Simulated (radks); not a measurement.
All-electron atom: Cd IV in [Kr] 4d9.

Method: Dirac Kohn-Sham, BLYP, spin-unpolarised, spherical densities, finite nucleus; open shells fill j = l - 1/2 first; Fermi nuclear charge, rms radius 4.6087 fm; computed with a radial shooting solver on a logarithmic mesh with Libxc functionals.

Energy parts (hartree):
| part | energy |
|---|---|
| total | -5594.14864 |
| kinetic | 5866.25484 |
| electron-nucleus | -13513.20893 |
| Hartree | 2207.03487 |
| exchange-correlation | -154.22942 |

Orbitals (lengths in bohr, moments of r in powers of bohr):
| orbital | occ. | eigenvalue (hartree) | <1/r> | <r> | small-component weight |
|---|---|---|---|---|---|
| 1s1/2 | 2 | -975.6448 | 50.64 | 0.03040 | 3.10e-02 |
| 2s1/2 | 2 | -145.9376 | 11.69 | 0.1313 | 6.51e-03 |
| 2p1/2 | 2 | -135.9691 | 11.68 | 0.1112 | 6.53e-03 |
| 2p3/2 | 4 | -128.8925 | 10.94 | 0.1164 | 6.25e-03 |
| 3s1/2 | 2 | -28.26534 | 4.104 | 0.3581 | 1.85e-03 |
| 3p1/2 | 2 | -24.26968 | 4.011 | 0.3495 | 1.79e-03 |
| 3p3/2 | 4 | -23.00597 | 3.831 | 0.3605 | 1.72e-03 |
| 3d3/2 | 4 | -15.92968 | 3.671 | 0.3326 | 1.60e-03 |
| 3d5/2 | 6 | -15.67282 | 3.625 | 0.3362 | 1.58e-03 |
| 4s1/2 | 2 | -5.18802 | 1.589 | 0.8753 | 4.83e-04 |
| 4p1/2 | 2 | -3.90009 | 1.471 | 0.9318 | 4.25e-04 |
| 4p3/2 | 4 | -3.68189 | 1.414 | 0.9616 | 4.03e-04 |
| 4d3/2 | 4 | -1.69509 | 1.118 | 1.193 | 2.67e-04 |
| 4d5/2 | 5 | -1.66664 | 1.104 | 1.207 | 2.61e-04 |

The highest occupied level is 4d5/2 at -45.352 eV. Summed over all electrons, <r^2> = 25.97 bohr^2, which gives a Langevin (diamagnetic) susceptibility term of -20.6 x 10^-6 cm^3/mol. For comparison, the ionisation energy in NIST's Atomic Spectra Database is 51 eV (theoretical). In exact Kohn-Sham theory the highest level is minus the ionisation energy, but local and semilocal functionals leave it too shallow, through self-interaction and a potential that decays too fast; potentials with the right tail come closer. The density falls to 0.001 e/bohr^3 at r = 3.04 bohr.

Beside tabulated values, note that spin-unpolarised runs miss the spin-polarisation part of the exchange energy of open shells.
